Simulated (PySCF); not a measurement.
# Electron correlation in Eu³⁷⁺ (europium, charge +37)

Starting occupation: [Ar] 3d8, 3d3/2 with m_j = -3/2, -1/2, +1/2, +3/2, 3d5/2 with m_j = -1/2, +1/2, +3/2, +5/2. All numbers are calculated (PySCF 2.14, X2C-1e with screened-nucleus spin-orbit coupling, Gaussian nucleus, in an uncontracted even-tempered set (16 s from 7.3 bohr⁻², ratio 2.8; 12 p from 9.5 bohr⁻², ratio 2.8; 8 d from 9.5 bohr⁻², ratio 2.8; 3 f from 36 bohr⁻², ratio 3)). Frozen: [Ne]; 16 electrons correlated; the 74 highest virtual spinors left out.

MP2 pair energies summed by pair of shells (mhartree):

```tsv
pair	energy	share (%)
3d3/2-3d5/2	-121.90	22.1
3d5/2-3p3/2	-82.95	15.0
3d3/2-3p3/2	-69.91	12.7
3d3/2-3d3/2	-54.85	9.9
3d5/2-3d5/2	-47.98	8.7
3p3/2-3p3/2	-26.97	4.9
3p1/2-3p3/2	-25.89	4.7
3d5/2-3p1/2	-22.99	4.2
3d3/2-3p1/2	-22.59	4.1
3p3/2-3s1/2	-18.99	3.4
3d3/2-3s1/2	-18.54	3.4
3d5/2-3s1/2	-18.28	3.3
3p1/2-3s1/2	-9.02	1.6
3p1/2-3p1/2	-6.18	1.1
3s1/2-3s1/2	-4.41	0.8
```

Total MP2 correlation energy: -551.43 mhartree.

At this charge the one-electron X2C treatment keeps the bare 1/r₁₂, with no two-electron picture change or Breit term. The effect here is smaller than on the frozen 1s shell.
